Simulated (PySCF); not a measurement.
Ligand exchange on a metal centre used in film growth or etching (Ta F-OH). Gas-phase values, no solvent. One relaxed conformer stands for each flexible species; it need not be the lowest.

The HOMO–LUMO gap from two functionals at the same geometries (r2SCAN-D4/def2-SVP), both in PySCF: PBE-D3(BJ)/def2-TZVP and TPSSh-D3(BJ)/def2-TZVP. 

```tsv
species	PBE-D3(BJ)/def2-TZVP (eV)
1 of 5 F replaced by OH	6.20
2 of 5 F replaced by OH ([Ta(F)3(OH)2])	5.91
3 of 5 F replaced by OH	5.60
4 of 5 F replaced by OH ([Ta(F)(OH)4])	5.64
5 of 5 F replaced by OH ([Ta(OH)5])	5.17
```

Question: What does TPSSh-D3(BJ)/def2-TZVP give for each?

Answer: 
- 1 of 5 F replaced by OH: 7.41
- 2 of 5 F replaced by OH ([Ta(F)3(OH)2]): 7.12
- 3 of 5 F replaced by OH: 6.80
- 4 of 5 F replaced by OH ([Ta(F)(OH)4]): 6.84
- 5 of 5 F replaced by OH ([Ta(OH)5]): 6.34
Over these rows, drawn at random from the members with no instability flagged (it was tested for open shells, ions and some series alone), PBE minus TPSSh-D3(BJ): mean -1.20 eV, from -1.21 eV to -1.18 eV.
